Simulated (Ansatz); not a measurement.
Relaxation of a periodic cell of 17 atoms, Si16As (host Si, host structure diamond, interstitial As), to a largest force component of 0.03 eV/Å in at most 60 steps.

These are results of DFT PBE-D3(BJ), scalar-relativistic, plane waves, PAW in Ansatz, not measurements. Settings: PAW set soft_1, cutoff 420 eV, k mesh 2x2x2, fermi-dirac smearing 0.05 eV, spin collinear.

```xyz
17
Lattice="0.0000 5.4300 5.4300 5.4300 0.0000 5.4300 5.4300 5.4300 0.0000" Properties=species:S:1:pos:R:3:forces:R:3
Si 0.000 0.000 0.000 0.00 -0.01 0.00
Si 1.357 1.357 1.357 -0.13 -0.13 -0.14
Si 2.715 2.715 0.000 -0.02 0.04 0.96
Si 4.072 4.072 1.357 0.13 0.15 -0.14
Si 2.715 0.000 2.715 0.02 0.70 -0.02
Si 4.072 1.357 4.072 0.13 -0.13 0.13
Si 5.430 2.715 2.715 -0.90 0.03 0.01
Si 6.787 4.072 4.072 -0.83 0.91 0.81
Si 0.000 2.715 2.715 0.85 0.05 -0.05
Si 1.357 4.072 4.072 -0.13 0.15 0.13
Si 2.715 5.430 2.715 -0.01 -1.08 -0.02
Si 4.072 6.787 4.072 1.16 -1.06 1.11
Si 2.715 2.715 5.430 0.03 0.05 -0.79
Si 4.072 4.072 6.787 0.67 0.72 -0.69
Si 5.430 5.430 5.430 -0.02 -0.06 0.03
Si 6.787 6.787 6.787 -1.02 -0.95 -1.06
As 8.134 8.085 8.172 0.07 0.62 -0.27
```

Q: Where does it end, and by what steps?

A: It converged. Limits of this set-up: coarse k mesh, a small cell, in which the defect meets its images. After 3 steps the energy has fallen by 0.391 eV; Si12 moved furthest, 0.08 Å.

```json
{"step": "0", "energy less start (eV)": "0.0000", "largest force component (eV/Å)": "1.159", "accepted": "yes"}
{"step": "1", "energy less start (eV)": "-0.3542", "largest force component (eV/Å)": "0.378", "accepted": "yes"}
{"step": "2", "energy less start (eV)": "-0.3893", "largest force component (eV/Å)": "0.066", "accepted": "yes"}
{"step": "3", "energy less start (eV)": "-0.3912", "largest force component (eV/Å)": "0.012", "accepted": "yes"}
```

```xyz
17
Lattice="0.0000 5.4300 5.4300 5.4300 0.0000 5.4300 5.4300 5.4300 0.0000" Properties=species:S:1:pos:R:3
Si 0.000 -0.002 0.001
Si 1.346 1.344 1.348
Si 2.715 2.712 0.048
Si 4.084 4.082 1.347
Si 2.714 0.043 2.717
Si 4.083 1.344 4.085
Si 5.383 2.712 2.716
Si 6.743 4.113 4.118
Si 0.046 2.711 2.717
Si 1.346 4.081 4.085
Si 2.715 5.380 2.716
Si 4.117 6.739 4.119
Si 2.714 2.712 5.385
Si 4.115 4.112 6.746
Si 5.429 5.424 5.433
Si 6.742 6.740 6.744
As 8.144 8.139 8.148
```

The run took 37 s on 2 threads of Arm Neoverse V1, on a shared host, peak memory 0.72 GiB.
